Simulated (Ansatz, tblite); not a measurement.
Removing an electron: Cs₂Cl₂⁻. Charge -1, multiplicity 2. Geometry: PBE-D4/def2-TZVPD. Ansatz, gas phase; energy differences of separate SCF runs; the oxidised species is a singlet (the triplet lies 5.22 eV higher at PBE0-D4/def2-TZVPD).

```xyz
4

Cs    1.212   -1.954   -0.045
Cs   -1.212    1.954    0.044
Cl   -1.696   -1.076    1.049
Cl    1.696    1.076   -1.048
```

In the def2 sets Cs takes a core potential; there is no spin–orbit coupling. The xTB rows come from tblite. HOMO above LUMO, or a gap near zero within one spin, warns that the state may not be the lowest or that an electron is smeared out. The structure comes from a short search, and lower isomers may exist.

| level | −HOMO (eV) | vertical IE (eV) | −LUMO (eV) | HOMO–LUMO gap (eV) | remarks |
| --- | --- | --- | --- | --- | --- |
| GFN2-xTB | – | 4.43 | – | – | – |
| PBE-D4/def2-TZVPD | -0.63 | 0.30 | -0.70 | 0.06 | HOMO above zero (-1 doublet), gap within one spin near zero (-1 doublet) |
| PBE0-D4/def2-TZVPD | -0.46 | 0.19 | -0.85 | 0.39 | HOMO above zero (-1 doublet) |

Q: Estimate the rows for GFN1-xTB, r2SCAN-D4/def2-TZVPD.

A: 
| level | −HOMO (eV) | vertical IE (eV) | −LUMO (eV) | HOMO–LUMO gap (eV) | remarks |
| --- | --- | --- | --- | --- | --- |
| GFN1-xTB | – | 6.74 | – | – | – |
| r2SCAN-D4/def2-TZVPD | -0.68 | 0.14 | -0.74 | 0.06 | HOMO above zero (-1 doublet), gap within one spin near zero (-1 doublet) |

  A HOMO above zero means that the electron is unbound at that level or that self-interaction error raises the level; the energy of removing that electron tells which. HOMO and LUMO are the levels of the spin that leaves or enters (xTB has no such levels and no spin-polarisation term). Other spin states of the ions may lie lower, which would lower the ionisation energy or raise the affinity. Raw xTB energy differences between charge states are shifted by several eV; the methods need an empirical correction for them.
